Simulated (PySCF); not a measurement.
Two species compared at the same levels of theory.

First species: C3H4F2.
SMILES: `C=CC(F)F`

Second species: AlH2(nPr), C₃H₉Al.
Z-matrix (Å and degrees, PBE0-D3(BJ)/def2-SVP geometry), rows numbered from 1:
```
Al
H   1  1.5948
H   1  1.5956  2  118.54
C   1  1.9676  2  121.29  3   178.03
C   4  1.5361  1  113.44  2   -95.41
C   5  1.5227  4  113.52  1  -179.00
H   4  1.1063  1  108.75  2   143.14
H   4  1.1051  1  109.93  2    27.47
H   5  1.1055  4  110.04  1    58.85
H   5  1.1055  4  109.97  1   -56.84
H   6  1.1019  5  110.92  4    60.16
H   6  1.1015  5  111.80  4  -179.46
H   6  1.1016  5  110.96  4   -59.09
```

Levels: CAM-B3LYP/def2-SVPD for HOMO energy, LUMO energy, HOMO–LUMO gap and static isotropic polarisability; TDDFT CAM-B3LYP/def2-SVPD for lowest singlet excitation; TDA CAM-B3LYP/def2-SVPD for lowest triplet excitation (Tamm–Dancoff). Geometries: PBE0-D3(BJ)/def2-SVP. Each structure is a single optimised conformer of the isolated species, non-relativistic unless stated. Electronic properties by PySCF.

The conformers computed, where there is a choice (atom-mapped SMILES and torsion angles):
- `[CH2:1]=[CH:2][CH:3]([F:4])[F:5]`: C1–C2–C3–F4 7°

Values for the first species:

```
HOMO energy                              : -9.79 eV
LUMO energy                              : 0.53 eV
HOMO–LUMO gap                            : 10.32 eV
Lowest singlet excitation                : 7.58 eV
Lowest triplet excitation (Tamm–Dancoff) : 4.37 eV
Static isotropic polarisability          : 39.8 au
```

Problem. Estimate the same properties for the second species, and the change in each.

Solution. 
| property | first | second | second less first |
| --- | --- | --- | --- |
| HOMO energy | -9.79 eV | -8.92 eV | +0.87 eV |
| LUMO energy | 0.53 eV | -0.44 eV | -0.97 eV |
| HOMO–LUMO gap | 10.32 eV | 8.48 eV | -1.84 eV |
| lowest singlet excitation | 7.58 eV | 4.92 eV | -2.66 eV |
| lowest triplet excitation (Tamm–Dancoff) | 4.37 eV | 4.60 eV | +0.23 eV |
| static isotropic polarisability | 39.8 au | 67.8 au | +28.0 au |

On the first: The polarisability is 5.90 Å³ as a volume (1 au = 0.148185 Å³), or 1.00 au for each of the 40 electrons. No computed singlet falls in the visible range (750 to 380 nm, 1.65 to 3.26 eV); S1 lies 4.32 eV above its blue end.

On the second: No computed singlet falls in the visible range (750 to 380 nm, 1.65 to 3.26 eV); S1 lies 1.66 eV above its blue end. The vertical singlet–triplet gap S1 − T1 is 0.32 eV (TDDFT singlet less Tamm–Dancoff triplet; S1: HOMO→LUMO, weight 0.97; T1: HOMO→LUMO, weight 0.95).
